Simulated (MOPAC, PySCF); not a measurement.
Dimer: H2S (SMILES S) (first 3 atoms) with H4OSi (SMILES O[SiH3]); geometry from B3LYP-D3(BJ)/def2-TZVP, rigid monomers moved along the line of their centres of mass till H2···O4 is 2.01 Å.
(charge 0, multiplicity 1):
```xyz
9

S      0.45933    -0.12803    -0.02943
H      0.27056     0.59534     1.08954
H     -0.85837    -0.21638    -0.26959
O     -0.03367     0.98123     3.03589
Si    -0.31612    -0.50119     3.72964
H      0.52465     1.60518     3.50638
H      0.91982    -1.31561     3.79082
H     -1.31994    -1.15653     2.87196
H     -0.84171    -0.34055     5.10746
```

Counterpoise-corrected where a basis set is named; no monomer relaxation. Rows marked so take none.

Rows in 3-21G, 6-31G* carry no dispersion term and start afresh at each structure (6-31G* with six Cartesian d functions). The state that PM7 reach isn't checked; PM7 holds dispersion and hydrogen-bond terms.

Codes used: MOPAC for PM7 (differences of heats of formation); PySCF for 3-21G rows, 6-31G* rows. 

**Question.** Estimate the interaction energy that HF/3-21G (no counterpoise) returns for this input.

**Answer.** -167 meV

**Question.** What is the computed interaction energy (M06-2X/6-31G* (no counterpoise))?

**Answer.** -155 meV

**Question.** Give the interaction energy at the level PM7.

**Answer.** -39 meV
